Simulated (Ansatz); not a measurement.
Input for Ansatz (an electronic-structure program): R-wB97X-V/def2-TZVPP on C3H11GaO (SMILES [CH3][Ga-]([CH3])([CH3])[OH2+]).

Ansatz 0.2 input:
```yaml
crystal:
  periodic: [false, false, false]
  atoms:
    - {symbol: C, position_ang: [-0.16824601, 1.67824191, -1.04500916]}
    - {symbol: Ga, position_ang: [0.22425056, -0.08740898, -0.18217526]}
    - {symbol: C, position_ang: [-0.52683600, -1.73835219, -1.01444502]}
    - {symbol: C, position_ang: [1.76857549, -0.20648663, 1.07611400]}
    - {symbol: O, position_ang: [-1.37554372, 0.08887328, 1.44517563]}
    - {symbol: H, position_ang: [0.50107665, 1.83585188, -1.89541478]}
    - {symbol: H, position_ang: [-0.01456780, 2.51506131, -0.35902217]}
    - {symbol: H, position_ang: [-1.18995126, 1.73065982, -1.42949906]}
    - {symbol: H, position_ang: [-0.56266556, -2.56377075, -0.30109745]}
    - {symbol: H, position_ang: [0.09846427, -2.05568599, -1.85329778]}
    - {symbol: H, position_ang: [-1.53328842, -1.57726205, -1.40839377]}
    - {symbol: H, position_ang: [1.67736903, -1.06889046, 1.73899013]}
    - {symbol: H, position_ang: [2.70200283, -0.31815513, 0.51788581]}
    - {symbol: H, position_ang: [1.86787722, 0.69254245, 1.68928399]}
    - {symbol: H, position_ang: [-1.22190455, 0.87936652, 1.97708179]}
    - {symbol: H, position_ang: [-2.24671271, 0.19521500, 1.04372310]}
basis:
  gaussian:
    orbitals: def2-TZVPP
hamiltonian:
  xc: {name: wB97X-V}
scf: {lower_state_search: off}
```

**Question.** Predict the final total energy.

**Answer.** -2120.8847 hartree.

**Question.** How many basis functions does it have, and what does it roughly cost on one machine?

**Answer.** 326 functions; about 16 core-seconds (a rough figure).
